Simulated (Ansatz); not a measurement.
Geometry optimisation, DFT LDA, scalar-relativistic, plane waves, PAW in Ansatz.

input.yaml

```yaml
crystal:
  lattice:
    - [9.073473, 0.0, 0.0]
    - [0.0, 9.073473, 0.0]
    - [0.0, 0.0, 9.073473]
  atoms:
    - { symbol: O, position: [0.4441616, 0.8913394, 0.8959725] }
    - { symbol: C, position: [0.3719641, 0.8372871, 0.8024689] }
    - { symbol: S, position: [0.2760909, 0.7655094, 0.6783027] }
    - { symbol: O, position: [0.0772551, 0.5757184, 0.1398985] }
    - { symbol: C, position: [0.1992546, 0.6191701, 0.1501519] }
    - { symbol: S, position: [0.3612614, 0.6768708, 0.1637677] }
    - { symbol: O, position: [0.5843912, 0.3865498, 0.7296682] }
    - { symbol: C, position: [0.6088522, 0.2603272, 0.7482855] }
    - { symbol: S, position: [0.6413348, 0.0927126, 0.7730079] }
    - { symbol: O, position: [0.8879025, 0.8817503, 0.2243258] }
    - { symbol: C, position: [0.9022768, 0.7888613, 0.3140035] }
    - { symbol: S, position: [0.9213649, 0.6655114, 0.4330892] }
    - { symbol: O, position: [0.2299686, 0.2940186, 0.8423868] }
    - { symbol: C, position: [0.2053602, 0.2314365, 0.9535398] }
    - { symbol: S, position: [0.172682, 0.148332, 1.1011431] }
    - { symbol: O, position: [0.4567267, 0.1866733, 0.2457073] }
    - { symbol: C, position: [0.4953335, 0.3019948, 0.291397] }
    - { symbol: S, position: [0.5466005, 0.4551336, 0.3520697] }
    - { symbol: O, position: [0.9411771, 0.7930448, 0.7256126] }
    - { symbol: C, position: [0.8657288, 0.7631263, 0.8270497] }
    - { symbol: S, position: [0.7655387, 0.7233967, 0.9617511] }
    - { symbol: O, position: [1.0549033, 0.5178676, 0.8085764] }
    - { symbol: C, position: [0.9954693, 0.4364983, 0.7265782] }
    - { symbol: S, position: [0.9165451, 0.3284456, 0.6176905] }
    - { symbol: O, position: [0.3621895, 0.9918397, 0.4217805] }
    - { symbol: C, position: [0.2457077, 0.9779267, 0.4775969] }
    - { symbol: S, position: [0.091028, 0.9594513, 0.5517172] }
    - { symbol: O, position: [0.7592134, 0.0987189, 0.399858] }
    - { symbol: C, position: [0.7830013, 0.1260765, 0.2751072] }
    - { symbol: S, position: [0.81459, 0.1624056, 0.109447] }
basis:
  ecutwfc: 420.0
kpoints:
  mp_grid: { grid: [1, 1, 1] }
hamiltonian:
  xc: lda
scf:
  occupations: { method: fermi_dirac, width: 0.02 }
  lower_state_search: "off"
relax:
  f_tol: 0.3
  max_steps: 15
  adjacent_minimum: "off"
```

Command:

```bash
$ ansatz run input.yaml --threads 1 --pin off --max-ram 3072MiB --backend cpu --events-out ev --progress --plain --runs-dir out
```

Task: Where does it end, and by what steps?

Result: The forces met the threshold. The threshold is loose, so the end isn't yet a minimum. The force dipped under the threshold on the way, but the program's further checks kept it going. Limits of this set-up: coarse k mesh. After 15 steps the energy has fallen by 1.981 eV; O16 moved furthest, 1.52 Å.

```tsv
step	energy less start (eV)	largest force component (eV/Å)	accepted
0	0.0000	1.813	yes
1	-0.8779	0.615	yes
2	-1.1881	0.536	yes
3	-1.3988	0.939	yes
4	-1.5093	0.722	yes
5	-1.5982	0.701	yes
6	-1.6888	0.170	yes
7	-1.6889	0.170	yes
8	-1.7303	0.479	yes
9	-1.7584	0.440	yes
10	-1.7878	0.729	yes
11	-1.8261	0.969	yes
12	-1.8704	1.020	yes
13	-1.9122	1.165	yes
14	-1.9468	1.044	yes
15	-1.9811	0.114	yes
```

```xyz
30
Lattice="9.0735 0.0000 0.0000 0.0000 9.0735 0.0000 0.0000 0.0000 9.0735" Properties=species:S:1:pos:R:3
O 3.649 8.097 8.330
C 3.710 7.481 7.350
S 3.805 6.651 6.036
O 0.669 4.019 0.701
C 1.291 4.964 0.958
S 2.111 6.247 1.286
O 5.495 3.263 7.928
C 5.557 2.301 7.280
S 5.675 1.027 6.397
O 7.961 7.773 1.931
C 8.003 6.948 2.746
S 8.052 5.824 3.823
O 2.589 2.067 8.167
C 1.933 1.448 8.898
S 1.039 0.608 9.855
O 3.399 3.011 2.121
C 4.052 3.422 2.986
S 4.923 3.980 4.151
O 8.649 8.125 7.141
C 7.927 7.274 7.457
S 6.946 6.131 7.854
O 10.071 5.041 7.001
C 9.437 4.174 6.563
S 8.582 3.016 5.966
O 3.499 8.683 3.182
C 2.502 8.852 3.753
S 1.168 9.070 4.523
O 7.371 1.162 3.654
C 7.144 1.648 2.622
S 6.837 2.309 1.249
```

The run took 65 s on 1 thread of Intel(R) Xeon(R) Platinum 8259CL CPU @ 2.50GHz (Skylake/Cascade Lake), on a shared host, peak memory 0.62 GiB.
